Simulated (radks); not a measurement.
Spherical quantum dot in the effective-mass picture: electrons in a well V = -V0 / (1 + exp((r - R)/a)) with V0 = 8.58, R = 3.26, a = 0.21, all in effective atomic units (hartree* = m*/eps^2 hartree, bohr* = eps/m* bohr), one dielectric constant everywhere. Method: non-relativistic Kohn-Sham, LDA (Slater exchange, Perdew-Wang correlation), spin-polarised, spherical densities; computed with a radial shooting solver with Libxc functionals. Levels are named by radial order and angular momentum (1s, 1p, 1d, 2s, ...), and open shells are averaged over m. Results are scaled to m* = 0.037 and eps = 9.3, for which hartree* = 11.64 meV and bohr* = 13.3 nm.

N = 4, configuration 1s2 1p(up 2, down 0). This is the lowest configuration that the search found. Occupied and some empty levels:

| level | occupation | eigenvalue (meV) | <r> (nm) |
|---|---|---|---|
| 1s up | 1 | -76.439 | 23.81 |
| 1s down | 1 | -75.472 | 23.71 |
| 1p up | 2 | -71.776 | 26.99 |
| 1p down | 0 | -70.766 | 27.02 |
| 1d up | 0 | -65.331 | 29.20 |
| 1d down | 0 | -64.337 | 29.28 |
| 2s up | 0 | -60.164 | 22.14 |
| 2s down | 0 | -59.492 | 22.17 |
| 1f up | 0 | -57.414 | 30.93 |
| 1f down | 0 | -56.461 | 31.02 |

Energy (meV): total -334.633, kinetic 27.750, external -391.22, Hartree 43.777, exchange-correlation -14.936.

Electron density:

| r (nm) | n(r) (e/nm^3) |
|---|---|
| 1.06 | 0.00002214 |
| 5.05 | 0.00002334 |
| 9.05 | 0.00002573 |
| 13.0 | 0.00002844 |
| 17.0 | 0.00003015 |
| 21.0 | 0.00002943 |
| 25.0 | 0.00002538 |
| 29.0 | 0.00001838 |
| 33.0 | 0.00001039 |
| 37.0 | 4.132e-06 |
| 41.0 | 1.015e-06 |
| 45.0 | 1.479e-07 |
| 49.0 | 1.525e-08 |
| 53.0 | 1.378e-09 |
